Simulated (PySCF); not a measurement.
Functional benchmark on one molecule

Molecule: `C[SiH2]c1ccccc1`, C7H10Si.

Geometry:
```
atom   x (Å)   y (Å)   z (Å)
  C1   2.627   0.644   0.397
 Si2   1.533  -0.755  -0.217
  C3  -0.291  -0.308  -0.081
  C4  -0.717   1.029  -0.053
  C5  -2.070   1.353   0.028
  C6  -3.027   0.341   0.082
  C7  -2.624  -0.994   0.057
  C8  -1.270  -1.312  -0.022
  H9   2.345   0.943   1.419
 H10   3.681   0.330   0.409
 H11   2.547   1.526  -0.256
 H12   1.775  -1.999   0.580
 H13   1.877  -1.070  -1.641
 H14   0.019   1.838  -0.091
 H15  -2.380   2.401   0.051
 H16  -4.089   0.592   0.147
 H17  -3.370  -1.792   0.104
 H18  -0.971  -2.365  -0.033
```

Geometry PBE0-D3(BJ)/def2-SVP throughout; GIAO in PySCF 2.14.0 with density-fitted response routines, gas phase, one conformer, non-relativistic; equivalent atoms averaged; basis pcSseg-1.

Reference values (estimated from measurements, as parent shift plus tabulated substituent increments; solution, not stated per compound (mostly CDCl3 or CCl4); Pretsch, Buehlmann, Badertscher, Structure Determination of Organic Compounds, 4th ed. (2009)): δ(C4/C8) = 134.8 ppm, δ(C5/C7) = 128.0 ppm, δ(C6) = 129.5 ppm. Computed shifts are taken against TMS, calculated as an isolated molecule at each level.

**Question.** How do the functionals BLYP, BP86, OPBE, PBE0, mPW1PW91, B97-2, CAM-B3LYP, wB97X-D, LC-wPBE perform against the reference? Times are CPU seconds on shared hosts with different chips, so compare them loosely.

**Answer.** 
```tsv
functional	kind	C4/C8	C5/C7	C6	mean abs. error C	core-s
BLYP	GGA	138.6	131.8	133.1	3.7	39
BP86	GGA	137.9	131.1	132.3	3.0	59
OPBE	GGA	132.4	125.5	126.9	2.5	60
PBE0	global hybrid	140.6	133.4	135.1	5.6	25
mPW1PW91	global hybrid	140.6	133.4	135.1	5.6	25
B97-2	global hybrid	137.4	130.3	132.0	2.5	42
CAM-B3LYP	range-separated hybrid	144.1	137.0	138.7	9.2	52
wB97X-D	range-separated hybrid	141.7	134.5	136.3	6.7	53
LC-wPBE	range-separated hybrid	146.3	138.8	140.9	11.2	70
```

For ¹³C the closest is B97-2 (2.5 ppm, with OPBE practically level) and the furthest LC-wPBE (11.2 ppm). One molecule is a small sample, and vibrational and solvent effects are absent from the calculation.
